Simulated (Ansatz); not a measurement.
`FBS` + `C#C[SeH]` → `C#C[Se]BF` + H₂S at 600 K and 1 bar (ligand exchange at a B–S bond).

Calculated with Ansatz (gas phase, PBE0-D4/def2-TZVP geometries, no zero-point term in ΔE). CCSD(T)/CBS adds triple-zeta CCSD(T) − MP2 to the extrapolated MP2 energy (def2 sets, frozen cores). This one scheme is used for every species. For Se outer-core shells are correlated without core-valence functions, which leaves a few kJ/mol of doubt a bond. Scalar relativity is left out up to krypton. One conformer a species, not always the lowest.

| species | CCSD(T)/CBS energy (Eh) | H − E (kJ/mol) | S (J/(mol·K)) |
| --- | --- | --- | --- |
| `FBS` | -523.64132 | 98.7 | 314.3 |
| `C#C[SeH]` | -2477.92583 | 103.2 | 325.9 |
| `C#C[Se]BF` | -2602.59174 | 142.1 | 403.9 |
| H₂S | -398.97279 | 60.8 | 230.9 |

H − E and S are ideal-gas, rigid-rotor, harmonic terms from PBE0-D4/def2-TZVP, for one conformer and one mirror image of each species. 1 Eh = 2625.50 kJ/mol, R = 8.31446 J/(mol·K).

Task: By hand: ΔE, ΔH, ΔS and ΔG.

Result: ΔE = (-2602.59174) + (-398.97279) − (-523.64132) − (-2477.92583) = 0.00262 Eh = 6.9 kJ/mol. Δ(H − E) = 142.1 + 60.8 − 98.7 − 103.2 = 1.0, so ΔH = 7.9 kJ/mol. ΔS = 403.9 + 230.9 − 314.3 − 325.9 = -5.4 J/(mol·K). ΔG = 7.9 − 600 × (-5.4)/1000 = 11.1 kJ/mol.

Task: By hand: the equilibrium constant, and the temperature at which ΔG would vanish if ΔH and ΔS stayed fixed.

Result: log₁₀ K = −ΔG/(RT ln 10) = -1.0. ΔH and −TΔS have one sign here, so there is no such temperature.

TΔS isn't small against ΔH here. A doubt of 5 kJ/mol in ΔE shifts log₁₀ K by 0.4 here. Other conformers and mirror images would add mixing entropy, several J/(mol·K) or more a flexible species. These are equilibria of isolated gas molecules and say nothing of rates. Largest T1 diagnostic: 0.014 (customary marks: 0.02 for closed shells, 0.045 for open ones).

ΔS is within the doubt of such terms, so its sign, and with it that verdict, could turn.
